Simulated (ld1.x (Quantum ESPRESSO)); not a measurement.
## An all-electron radial function and its pseudo partner (silver (Ag))

Columns: radius, all-electron u(r) and pseudo u(r) of the 4s shell (level -99.20 eV) of silver in the configuration [Ar] 3d10 4s2 4p6 4d9 5s2 5p0; PBE, scalar-relativistic, TM scheme, ld1.x (Quantum ESPRESSO) 7.5.

```json
{"r (bohr)": "0.072", "all-electron": "-0.3901", "pseudo": "-0.0694"}
{"r (bohr)": "0.145", "all-electron": "-0.1124", "pseudo": "-0.1442"}
{"r (bohr)": "0.217", "all-electron": "0.5036", "pseudo": "-0.2267"}
{"r (bohr)": "0.290", "all-electron": "0.6777", "pseudo": "-0.3238"}
{"r (bohr)": "0.362", "all-electron": "0.4434", "pseudo": "-0.4370"}
{"r (bohr)": "0.435", "all-electron": "0.0197", "pseudo": "-0.5713"}
{"r (bohr)": "0.507", "all-electron": "-0.4112", "pseudo": "-0.7204"}
{"r (bohr)": "0.580", "all-electron": "-0.7710", "pseudo": "-0.8787"}
{"r (bohr)": "0.652", "all-electron": "-1.0200", "pseudo": "-1.0244"}
{"r (bohr)": "0.725", "all-electron": "-1.1672", "pseudo": "-1.1393"}
{"r (bohr)": "0.798", "all-electron": "-1.2253", "pseudo": "-1.2023"}
{"r (bohr)": "0.870", "all-electron": "-1.2165", "pseudo": "-1.2063"}
{"r (bohr)": "0.942", "all-electron": "-1.1625", "pseudo": "-1.1601"}
{"r (bohr)": "1.015", "all-electron": "-1.0790", "pseudo": "-1.0789"}
{"r (bohr)": "1.088", "all-electron": "-0.9801", "pseudo": "-0.9801"}
{"r (bohr)": "1.160", "all-electron": "-0.8770", "pseudo": "-0.8770"}
{"r (bohr)": "1.232", "all-electron": "-0.7749", "pseudo": "-0.7749"}
{"r (bohr)": "1.305", "all-electron": "-0.6764", "pseudo": "-0.6764"}
{"r (bohr)": "1.378", "all-electron": "-0.5855", "pseudo": "-0.5855"}
{"r (bohr)": "1.450", "all-electron": "-0.5045", "pseudo": "-0.5045"}
{"r (bohr)": "1.522", "all-electron": "-0.4322", "pseudo": "-0.4322"}
{"r (bohr)": "1.595", "all-electron": "-0.3678", "pseudo": "-0.3678"}
{"r (bohr)": "1.668", "all-electron": "-0.3117", "pseudo": "-0.3117"}
{"r (bohr)": "1.740", "all-electron": "-0.2640", "pseudo": "-0.2640"}
{"r (bohr)": "1.812", "all-electron": "-0.2229", "pseudo": "-0.2229"}
{"r (bohr)": "1.885", "all-electron": "-0.1873", "pseudo": "-0.1873"}
```

Task: How many radial nodes do the two functions have?

Result: The all-electron 4s function has n − l − 1 = 3 (the table is too coarse to show those close to the nucleus); the pseudo-wave has 0, since the states of the same l below it are removed with the core.

Task: At about which radius was the pseudo-wave matched?

Result: 1.10 bohr. The columns agree to 0.0005 from 1.01 bohr on; several derivatives are matched, so the curves merge somewhat inside the radius.

Task: Is the pseudo-wave norm-conserving?

Result: Yes: the TM scheme keeps the norm inside the radius equal to the all-electron one, which fixes the energy derivative of the logarithmic derivative at the level.
